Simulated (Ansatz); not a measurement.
The inner images of a band of Cl2FHSi + H4OSi (11 atoms, charge 0, multiplicity 1) are given out of order.

The calculation used RKS B3LYP/cc-pVDZ in Ansatz 0.2.0.

Image 0:

```xyz
11
Properties=species:S:1:pos:R:3
Si -0.295 1.596 -2.068
F 0.770 1.494 -0.813
Cl -0.502 -0.283 -2.885
Cl -2.085 2.294 -1.334
H 0.275 2.537 -3.051
H 0.320 0.389 0.789
O -0.314 -0.243 1.161
Si 0.330 -1.627 1.883
H 1.221 -2.391 0.948
H 1.125 -1.302 3.113
H -0.845 -2.464 2.256
```

Image 8:

```xyz
11
Properties=species:S:1:pos:R:3
Si -0.595 0.684 -1.180
F 2.144 1.799 -0.146
Cl 0.281 -0.228 -2.822
Cl -2.608 0.140 -1.123
H -0.478 2.150 -1.268
H 1.589 1.144 0.235
O 0.133 0.129 0.225
Si -0.087 -1.197 1.299
H -0.235 -2.453 0.511
H 1.148 -1.223 2.131
H -1.293 -0.945 2.136
```

**Question.** Put them in order from the first end to the last, with their energies above the first end.
A.
```xyz
11
Properties=species:S:1:pos:R:3
Si -0.351 1.550 -1.913
F 0.788 2.062 -0.849
Cl 0.252 -0.284 -2.649
Cl -2.189 1.425 -0.994
H -0.411 2.536 -3.011
H 1.171 0.265 0.750
O 0.283 -0.052 0.966
Si 0.160 -1.548 1.746
H 0.415 -2.693 0.814
H 1.123 -1.649 2.890
H -1.241 -1.612 2.250
```
B.
```xyz
11
Properties=species:S:1:pos:R:3
Si -0.307 1.549 -1.983
F 0.854 1.769 -0.836
Cl -0.094 -0.360 -2.734
Cl -2.162 1.825 -1.139
H -0.072 2.550 -3.043
H 0.712 0.435 0.805
O -0.059 -0.075 1.095
Si 0.236 -1.584 1.796
H 0.851 -2.548 0.827
H 1.143 -1.478 2.985
H -1.101 -2.082 2.225
```
C.
```xyz
11
Properties=species:S:1:pos:R:3
Si -0.328 1.355 -1.633
F 0.750 2.041 -0.592
Cl 0.610 -0.030 -2.838
Cl -2.006 0.559 -0.709
H -0.815 2.487 -2.441
H 1.286 0.398 0.709
O 0.791 -0.368 0.385
Si 0.076 -1.381 1.543
H -0.340 -2.592 0.784
H 1.088 -1.716 2.591
H -1.112 -0.754 2.200
```
D.
```xyz
11
Properties=species:S:1:pos:R:3
Si -0.469 0.743 -1.117
F 1.905 1.683 -0.544
Cl 0.458 0.004 -2.818
Cl -2.413 -0.031 -1.101
H -0.586 2.212 -1.127
H 1.590 1.025 0.066
O 0.233 0.112 0.290
Si -0.126 -1.183 1.365
H -0.313 -2.433 0.578
H 1.064 -1.290 2.257
H -1.344 -0.841 2.150
```
E.
```xyz
11
Properties=species:S:1:pos:R:3
Si -0.177 1.119 -1.289
F 1.156 1.969 -0.697
Cl 0.607 -0.112 -2.780
Cl -2.059 0.209 -0.731
H -0.813 2.321 -1.880
H 1.350 0.425 0.536
O 0.502 -0.004 0.325
Si -0.068 -1.251 1.413
H -0.338 -2.468 0.611
H 1.095 -1.439 2.330
H -1.254 -0.768 2.162
```
F.
```xyz
11
Properties=species:S:1:pos:R:3
Si -0.230 0.902 -1.165
F 1.546 1.569 -0.743
Cl 0.489 -0.011 -2.892
Cl -2.167 -0.040 -1.014
H -0.678 2.305 -1.212
H 1.299 0.770 0.159
O 0.358 0.150 0.370
Si -0.096 -1.173 1.418
H -0.280 -2.394 0.594
H 1.079 -1.295 2.326
H -1.321 -0.784 2.160
```
G.
```xyz
11
Properties=species:S:1:pos:R:3
Si -0.392 1.533 -1.811
F 0.631 2.268 -0.770
Cl 0.579 -0.085 -2.662
Cl -2.133 0.959 -0.864
H -0.724 2.507 -2.870
H 1.531 -0.001 0.654
O 0.581 -0.122 0.782
Si 0.100 -1.476 1.682
H -0.034 -2.693 0.822
H 1.087 -1.763 2.772
H -1.225 -1.127 2.266
```

**Answer.** B (+0.01 eV), A (+0.05 eV), G (+0.09 eV), C (+0.11 eV), E (+0.49 eV), F (+0.87 eV), D (+0.27 eV).

Run time: 13 min on 4 threads of Arm Neoverse N1 (shared host), peak memory 0.39 GiB.
